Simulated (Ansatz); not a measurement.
`N#[C][Sn]([Cl])([Cl])[Cl]` and `[SH][Sn]([Cl])([Cl])[Cl]` differ in one atom or group.

Ansatz, PBE0-D4/def2-TZVP geometries, multiplicity 1. Each molecule was computed in one conformer, which needn't be the lowest.

Elements past krypton have def2 core potentials.

```
                                          property  `N#[C][Sn]([Cl])([Cl])[Cl]`
              HOMO–LUMO gap (PBE0/def2-TZVPP) / eV                         7.01
size of the dipole moment (ωB97M-V/def2-TZVPP) / D                         2.09
                HOMO energy (PBE0/def2-TZVPP) / eV                       -10.02
  size of the dipole moment (B3LYP/def2-TZVPP) / D                         2.08
             HOMO–LUMO gap (B3LYP/def2-TZVPP) / eV                         6.40
    size of the dipole moment (PBE/def2-TZVPP) / D                         1.99
```

Problem. Give the same properties after the change, and the shifts. (Estimate.)

Solution. Ansatz gave: 
```
                                          property  `[SH][Sn]([Cl])([Cl])[Cl]`  shift
              HOMO–LUMO gap (PBE0/def2-TZVPP) / eV                        5.62  -1.39
size of the dipole moment (ωB97M-V/def2-TZVPP) / D                        1.72  -0.37
                HOMO energy (PBE0/def2-TZVPP) / eV                       -8.48   1.54
  size of the dipole moment (B3LYP/def2-TZVPP) / D                        1.73  -0.35
             HOMO–LUMO gap (B3LYP/def2-TZVPP) / eV                        5.07  -1.33
    size of the dipole moment (PBE/def2-TZVPP) / D                        1.68  -0.31
```

With PBE0 the HOMO rises by 1.54 eV and the LUMO rises by 0.14 eV, so the gap narrows by about 1.40 eV. PBE moves the HOMO by 1.35 eV and ωB97M-V by 1.60 eV. Dipoles are sizes alone; their direction can turn.

B3LYP here is the variant with VWN-RPA as its local correlation; programs differ in this.
